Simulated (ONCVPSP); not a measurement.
## An all-electron radial function and its pseudo partner (Al (Z = 13))

Columns: radius, all-electron u(r) and pseudo u(r) of the 3s shell (level -7.95 eV) of aluminium in the configuration [Ne] 3s1.75 3p1.25; PBE, non-relativistic, ONCV scheme, ONCVPSP 4.0.1.

```
r (bohr)  all-electron  pseudo
   0.113        0.0989  0.0202
   0.225       -0.1266  0.0428
   0.338       -0.2697  0.0688
   0.450       -0.2943  0.0977
   0.563       -0.2367  0.1307
   0.675       -0.1354  0.1694
   0.788       -0.0147  0.2149
   0.900        0.1070  0.2645
   1.013        0.2222  0.3168
   1.125        0.3243  0.3712
   1.238        0.4129  0.4295
   1.350        0.4859  0.4889
   1.463        0.5456  0.5453
   1.575        0.5921  0.5919
   1.688        0.6277  0.6277
   1.800        0.6526  0.6526
   1.913        0.6682  0.6682
   2.025        0.6755  0.6755
   2.138        0.6758  0.6758
   2.250        0.6700  0.6700
   2.363        0.6592  0.6592
   2.475        0.6444  0.6444
   2.588        0.6262  0.6262
   2.700        0.6056  0.6056
   2.813        0.5829  0.5829
   2.925        0.5591  0.5591
```

Question: How many radial nodes do the two functions have?

Answer: The all-electron 3s function has n − l − 1 = 2; the pseudo-wave has 0, since the states of the same l below it are removed with the core.

Question: At about which radius was the pseudo-wave matched?

Answer: 1.75 bohr. The columns agree to 0.0005 from 1.46 bohr on; several derivatives are matched, so the curves merge somewhat inside the radius.

Question: Where does each function peak?

Answer: Outermost all-electron maximum near 2.14 bohr, pseudo maximum near 2.14 bohr (to the table’s step).

Question: Is the pseudo-wave norm-conserving?

Answer: Yes: the ONCV scheme keeps the norm inside the radius equal to the all-electron one, which fixes the energy derivative of the logarithmic derivative at the level.
